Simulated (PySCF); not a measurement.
**Worked example: dipole moment from atomic charges**

Be(F)(SMe) (CH3BeFS), SMILES [S]([Be][F])C. Atoms are numbered in the order given.

```xyz
7

Be     0.1073    -1.0972     0.0000
F     -0.3191    -2.4223     0.0000
S      0.7172     0.6977     0.0000
C     -0.9002     1.6007     0.0000
H     -1.4876     1.3754     0.9002
H     -0.6557     2.6714     0.0000
H     -1.4876     1.3754    -0.9002
```

Coordinates come from a B3LYP-D3(BJ)/def2-SVP optimisation. The values are those of a single conformer.

Charges (e) from CAM-B3LYP/def2-TZVPD run with PySCF:

```json
[
 {"atom": "Be1", "IAO": "1.540", "ESP fit": "0.713"},
 {"atom": "F2", "IAO": "-0.868", "ESP fit": "-0.431"},
 {"atom": "S3", "IAO": "-0.662", "ESP fit": "-0.384"},
 {"atom": "C4", "IAO": "-0.485", "ESP fit": "-0.338"},
 {"atom": "H5", "IAO": "0.155", "ESP fit": "0.123"},
 {"atom": "H6", "IAO": "0.166", "ESP fit": "0.194"},
 {"atom": "H7", "IAO": "0.155", "ESP fit": "0.123"}
]
```

The dipole moment of the full density is 1.83 D.

Problem. What dipole moment does each set of point charges give, and which comes closer to that of the density?

Solution. 
μ = Σ q r, and 1 e Å = 4.8032 D.
IAO: Σ q r = (-0.166, 0.044, 0.000) e Å, |μ| = 0.83 D.
ESP fit: Σ q r = (-0.250, 0.309, 0.000) e Å, |μ| = 1.91 D.
ESP fit comes closer in size. Point charges leave out the atoms' own dipoles (lone pairs, polarised bonds); fits to the potential absorb them, partitions of the density don't.
